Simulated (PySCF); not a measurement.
## Calculated data, B$_{2}$H$_{2}$N, B$_{2}$H$_{4}$N

All values are calculated (PySCF 2.14.0). Calculation on a computer-drawn molecule: optimised geometry and harmonic frequencies of an isolated molecule of the commonest isotopes, restricted reference for singlets and unrestricted otherwise, frozen core in MP2.

Common to all runs: charge 0; multiplicity 2; method HF; basis cc-pVDZ.

(1) B$_{2}$H$_{2}$N

Start structure:
```xyz
5
B2H2N
B     -1.4114    -1.1580    -0.8616
B     -1.6692    -0.5023     0.4871
N     -1.9126     0.1021     1.5463
H     -1.2247    -1.7104    -1.8868
H     -2.0497     0.5155     2.4196
```

It finds rotational constants 876.1, 8.003, 7.931 GHz; total energy -104.9157 hartree; spin squared 0.7601; convergence status largest gradient component 3.179e-05 hartree/bohr.

Drawn bonds:
```tsv
atom	other atom	order
1	2	1
2	3	2
1	4	1
3	5	1
```

Optimised structure:
```xyz
5
B2H2N
B     -1.5908    -0.9602    -1.1259
B     -1.7400    -0.3972     0.4345
N     -1.8834     0.0647     1.5665
H     -1.0608    -1.8887    -1.6461
H     -1.9926     0.4283     2.4757
```

Modes:
```tsv
frequency (cm⁻¹)	reduced mass (dalton)
324.6	5.208
336	2.775
446.7	1.188
613.1	1.248
687.6	1.555
809.8	6.043
2074	7.629
2811	1.1
4085	1.102
```

(2) B$_{2}$H$_{4}$N

Start structure:
```xyz
7
B2H4N
B     -2.4309    -1.4703    -1.4550
B     -2.8776    -0.0166    -1.0850
N     -2.2754     1.1217    -0.5570
H     -2.2286    -2.5626    -1.7152
H     -4.0646     0.0685    -1.3892
H     -2.7565     1.9714    -0.5042
H     -1.3322     1.1724    -0.2684
```

Drawn bonds:
```tsv
atom	other atom	order
1	2	1
2	3	1
1	4	1
2	5	1
3	6	1
3	7	1
```

**Q.** Give the missing spin squared for B$_{2}$H$_{4}$N (entry 2).
**A.** 0.7608

Further results for B$_{2}$H$_{4}$N (entry 2):

* rotational constants: 58.53, 8.583, 7.561 GHz
* total energy: -106.1096 hartree
* convergence status largest gradient component: 4.682e-05 hartree/bohr

Optimised structure:
```xyz
7
B2H4N
B     -2.3352    -1.4267    -1.6852
B     -2.9854     0.0234    -1.1767
N     -2.2902     1.0789    -0.5792
H     -2.1450    -2.5759    -1.4350
H     -4.1627     0.1857    -1.3977
H     -2.7312     1.9409    -0.3368
H     -1.3161     1.0583    -0.3633
```

Modes:
```tsv
frequency (cm⁻¹)	reduced mass (dalton)
287	1.978
381.2	1.147
514.8	1.231
584.7	1.408
620.9	1.66
827.5	3.194
921.3	1.152
963.9	1.193
1205	1.639
1411	3.511
1759	1.196
2634	1.091
2796	1.101
3820	1.05
3920	1.099
```
